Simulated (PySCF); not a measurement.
## Exercise with solution: entropy of an ideal gas

methylammonium (CH6N), SMILES C[NH3+], charge +1.

The structure is a stationary point at ωB97X-D3(BJ)/def2-TZVP.

PySCF 2.14.0 with ωB97X-D3(BJ)/def2-TZVP gives the harmonic wavenumbers 292, 916, 916, 960, 1286, 1286, 1474, 1503, 1503, 1537, 1675, 1675, 3111, 3217, 3217, 3434, 3510, 3510 cm⁻¹ and the rotational temperatures 4.0595, 0.9643, 0.9643 K. The molar mass is 32.07 g/mol, the symmetry number 3, the spin multiplicity 1.

Problem. Work out the entropy at 298.15 K and 1 atm in the rigid-rotor, harmonic-oscillator model.

Solution. 
Translation (Sackur–Tetrode at 1 atm): S = R[1.5 ln M + 2.5 ln T − 1.16487] = 152.0 J/(mol K).
Rotation: q = (√π/σ) T^1.5/√(θA θB θC) = 1570, S = R[ln q + 3/2] = 73.6 J/(mol K).
Vibration: with u = 1.4388 ν/T, each mode gives R[u/(e^u − 1) − ln(1 − e^−u)]:
```
ν (cm⁻¹)  modes     u  S (J/(mol K))
--------  -----  ----  -------------
292           1  1.41           6.12
916           2  4.42           1.10
960           1  4.63           0.46
1286          2  6.21           0.24
1474          1  7.11           0.05
1503          2  7.25           0.10
1537          1  7.42           0.04
1675          2  8.08           0.05
```
The stiffer modes add less than 0.005 each. Sum 8.2 J/(mol K).
Spin: R ln 1 = 0.0 J/(mol K).
Total 233.8 J/(mol K); the program's own thermochemistry gives 233.8. Translation makes up 65 % and vibration 3 %. Anharmonicity, hindered rotation and orbital degeneracy are left out.
